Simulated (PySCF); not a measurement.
Electric field gradients and quadrupole coupling constants

Compound: C4H5O4 (charge -1).
Cartesian coordinates in Å at the GFN2-xTB level; atoms count from 1:
```xyz
13
C4H5O4 angstrom
C      2.5823    0.0906   -0.1166
C      1.4494   -0.3657    0.4434
O      1.2404   -0.9362    1.5421
O      0.2705   -0.1607   -0.4077
C     -0.8779   -0.6716    0.1764
C     -1.9627    0.3119    0.4122
O     -3.1510    0.0467    0.4324
O     -1.5438    1.5675    0.6517
H      3.5208    0.0025    0.4013
H      2.5701    0.5586   -1.0839
H     -1.2841   -1.5292   -0.3813
H     -0.5024   -1.0425    1.1839
H     -2.3158    2.1286    0.8212
```

Field gradients from the PBE0/pcSseg-1 density (PySCF, non-relativistic), principal values in atomic units, ordered |Vxx| ≤ |Vyy| ≤ |Vzz|:

| atom | Vxx | Vyy | Vzz |
| --- | --- | --- | --- |
| O3 | -0.2960 | -0.8365 | 1.1325 |
| O4 | -0.2120 | -1.7133 | 1.9253 |
| O7 | 0.7290 | 0.7990 | -1.5280 |
| O8 | -0.4762 | -1.2256 | 1.7019 |

Question: Find the asymmetry η = (Vxx − Vyy)/Vzz and the couplings χ = eQV/h (234.96 MHz × Q in barn × V in au), with Q(17O) = −0.0256 b.

Answer: 
| atom | environment | nucleus | η | χzz (MHz) | χxx (MHz) | χyy (MHz) |
| --- | --- | --- | --- | --- | --- | --- |
| O3 | enolate oxygen | 17O | 0.48 | -6.81 | 1.78 | 5.03 |
| O4 | ether oxygen | 17O | 0.78 | -11.58 | 1.28 | 10.31 |
| O7 | acid carbonyl oxygen | 17O | 0.05 | 9.19 | -4.39 | -4.81 |
| O8 | acid hydroxyl oxygen | 17O | 0.44 | -10.24 | 2.86 | 7.37 |

Question: What is Vzz at O8 in SI units (1 au = 9.71736 × 10²¹ V/m²)?

Answer: 1.7019 au = 16.537 × 10²¹ V/m².

Were the hydrogens deuterons (Q(2H) = 0.00286 b), χzz would run from 138 kHz (H12) to 297 kHz (H13).

The structure is a single GFN2-xTB conformer in the gas phase; no vibrational or solvent corrections. The pcSseg-1 basis has no diffuse functions, a weakness for an anion. GFN2-xTB bond lengths can be off by several hundredths of an ångström, more for odd bonds, and the gradients follow them. With so small a basis the couplings can be 20 % off.
